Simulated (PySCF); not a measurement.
# Circular dichroism: `C1[C@H]([C@@H](C)N)[C@H]1S`, C5H11NS

Geometry:
```json
{"atom": "C1", "x (Å)": "-2.083", "y (Å)": "0.293", "z (Å)": "-0.101"}
{"atom": "C2", "x (Å)": "-0.761", "y (Å)": "-0.480", "z (Å)": "-0.215"}
{"atom": "N3", "x (Å)": "-0.526", "y (Å)": "-1.051", "z (Å)": "-1.534"}
{"atom": "C4", "x (Å)": "0.401", "y (Å)": "0.427", "z (Å)": "0.134"}
{"atom": "C5", "x (Å)": "0.841", "y (Å)": "0.598", "z (Å)": "1.556"}
{"atom": "C6", "x (Å)": "1.691", "y (Å)": "-0.178", "z (Å)": "0.600"}
{"atom": "S7", "x (Å)": "3.249", "y (Å)": "0.547", "z (Å)": "0.062"}
{"atom": "H8", "x (Å)": "-2.925", "y (Å)": "-0.360", "z (Å)": "-0.326"}
{"atom": "H9", "x (Å)": "-2.093", "y (Å)": "1.127", "z (Å)": "-0.801"}
{"atom": "H10", "x (Å)": "-2.205", "y (Å)": "0.684", "z (Å)": "0.905"}
{"atom": "H11", "x (Å)": "-0.779", "y (Å)": "-1.319", "z (Å)": "0.492"}
{"atom": "H12", "x (Å)": "-1.283", "y (Å)": "-1.678", "z (Å)": "-1.785"}
{"atom": "H13", "x (Å)": "-0.494", "y (Å)": "-0.314", "z (Å)": "-2.231"}
{"atom": "H14", "x (Å)": "0.481", "y (Å)": "1.298", "z (Å)": "-0.506"}
{"atom": "H15", "x (Å)": "1.191", "y (Å)": "1.571", "z (Å)": "1.868"}
{"atom": "H16", "x (Å)": "0.324", "y (Å)": "0.049", "z (Å)": "2.329"}
{"atom": "H17", "x (Å)": "1.751", "y (Å)": "-1.251", "z (Å)": "0.709"}
{"atom": "H18", "x (Å)": "3.211", "y (Å)": "0.039", "z (Å)": "-1.168"}
```

The calculation used TDDFT wB97X-D/aug-cc-pVDZ circular dichroism and optical rotation, one conformer, gas phase (PySCF 2.14.0). Geometry: GFN2-xTB.

The molecule is flexible and this is one conformer; a measurement averages over conformers.

(1) What are the CIP labels of the stereocentres?

(2) List the lowest 12 singlet excitations with oscillator and rotatory strengths.

Answers

(1) C2 R, C4 R, C6 S.

(2) Rotatory strengths R in 10⁻⁴⁰ esu² cm², velocity form and length form (origin at the centre of mass); f in length form.
| state | E (eV) | λ (nm) | f | R (velocity) | R (length) | main |
| --- | --- | --- | --- | --- | --- | --- |
| 1 | 5.61 | 221 | 0.008 | +2.6 | +2.5 | HOMO→LUMO+9 0.33, HOMO→LUMO+3 0.25 |
| 2 | 5.96 | 208 | 0.032 | -0.2 | -0.6 | HOMO−1→LUMO 0.67 |
| 3 | 6.14 | 202 | 0.029 | +5.4 | +5.5 | HOMO→LUMO+4 0.30, HOMO→LUMO+9 0.20 |
| 4 | 6.60 | 188 | 0.012 | +3.3 | +3.4 | HOMO→LUMO+1 0.38, HOMO−1→LUMO+1 0.26 |
| 5 | 6.67 | 186 | 0.003 | +6.1 | +6.2 | HOMO−1→LUMO+1 0.40, HOMO→LUMO+1 0.18 |
| 6 | 6.83 | 182 | 0.014 | -13.0 | -13.4 | HOMO→LUMO+2 0.50, HOMO→LUMO+4 0.10 |
| 7 | 7.01 | 177 | 0.0005 | +0.7 | +0.6 | HOMO→LUMO 0.51, HOMO→LUMO+5 0.20 |
| 8 | 7.14 | 174 | 0.005 | +7.0 | +7.0 | HOMO−1→LUMO+3 0.65, HOMO−1→LUMO+2 0.08 |
| 9 | 7.20 | 172 | 0.003 | -1.9 | -2.0 | HOMO−1→LUMO+2 0.34, HOMO−1→LUMO+5 0.18 |
| 10 | 7.34 | 169 | 0.021 | +9.4 | +9.4 | HOMO→LUMO+6 0.18, HOMO→LUMO+5 0.13 |
| 11 | 7.60 | 163 | 0.005 | -4.8 | -4.7 | HOMO→LUMO+5 0.20, HOMO→LUMO+6 0.12 |
| 12 | 7.66 | 162 | 0.005 | -10.1 | -10.1 | HOMO−2→LUMO+3 0.15, HOMO−2→LUMO+9 0.11 |

Among the states computed, the strongest CD band (largest |R|) is state 6. The largest dissymmetry factor in size, g = 4R/(D+G), with D and G the electric and magnetic dipole strengths, is +0.022 for state 5 (velocity form, f = 0.003), among bands with |R| over 0.5. The mirror image has the same energies and oscillator strengths and all R with the opposite sign.
